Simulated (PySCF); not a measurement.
Two species compared at the same levels of theory.

First species: C5H13FSi.
Cartesian coordinates in Å at the GFN2-xTB level; atoms count from 1:
```xyz
20
C5H13FSi angstrom
C     -1.3842    1.1355   -0.0636
C     -0.7182   -0.1067    0.5195
C     -1.7692   -1.0405    1.1198
C      0.0891   -0.8539   -0.5461
F      0.6917   -1.9505    0.0598
C      1.1826   -0.0453   -1.2282
Si     2.4711    0.7073   -0.0396
H     -2.0412    1.5828    0.6785
H     -1.9826    0.8728   -0.9341
H     -0.6491    1.8801   -0.3569
H     -0.0240    0.1937    1.3118
H     -1.2990   -1.9377    1.5142
H     -2.4929   -1.3350    0.3617
H     -2.2999   -0.5434    1.9282
H     -0.5969   -1.2843   -1.2920
H      1.6974   -0.7212   -1.9144
H      0.7185    0.7243   -1.8433
H      2.8895   -0.2821    0.9477
H      1.9007    1.8827    0.6284
H      3.6115    1.1319   -0.8543
```

Second species: C₅H₁₃FSi.
InChI=1S/C5H13FSi/c1-4(2)7-5(3)6/h4-5H,7H2,1-3H3/t5-/m0/s1

Levels: PBE0/pcSseg-1 for dipole moment, HOMO energy, LUMO energy and HOMO–LUMO gap; GFN2-xTB for rotational constant A and rotational constant C. Geometries: GFN2-xTB. All species are isolated and taken at one optimised geometry, non-relativistic unless stated. Electronic properties by PySCF.

Dipoles, sizes and rotational constants follow the conformer. The torsions of the flexible species, by atom-mapped SMILES:
- `[CH3:1][CH:2]([CH3:3])[C@H:4]([F:5])[CH2:6][SiH3:7]`: C1–C2–C4–F5 179°, C2–C4–C6–Si7 57°
- `[CH3:1][CH:2]([CH3:3])[SiH2:4][C@@H:5]([CH3:6])[F:7]`: C1–C2–Si4–C5 -64°, C2–Si4–C5–C6 176°

Values for the first species:

* Dipole moment: 1.78 D
* HOMO energy: -8.50 eV
* LUMO energy: 0.98 eV
* HOMO–LUMO gap: 9.48 eV
* Rotational constant A: 2.909 GHz
* Rotational constant C: 1.136 GHz

(1) Estimate the same properties for the second species, and the change in each.

Results:

(1) 
```json
{"property": "dipole moment", "first": "1.78 D", "second": "1.53 D", "second less first": "-0.25 D"}
{"property": "HOMO energy", "first": "-8.50 eV", "second": "-7.85 eV", "second less first": "+0.65 eV"}
{"property": "LUMO energy", "first": "0.98 eV", "second": "0.93 eV", "second less first": "-0.05 eV"}
{"property": "HOMO–LUMO gap", "first": "9.48 eV", "second": "8.78 eV", "second less first": "-0.70 eV"}
{"property": "rotational constant A", "first": "2.909 GHz", "second": "3.726 GHz", "second less first": "+0.817 GHz"}
{"property": "rotational constant C", "first": "1.136 GHz", "second": "1.012 GHz", "second less first": "-0.124 GHz"}
```

On the first: In atomic units the dipole is 0.70 e·bohr (1 au = 2.5417 D). A dipole of 1.78 D is allowed in C1, and pure rotational transitions are dipole-allowed.

On the second: The dipole matches unit charges of opposite sign 0.32 Å apart (1 e·Å = 4.8032 D).
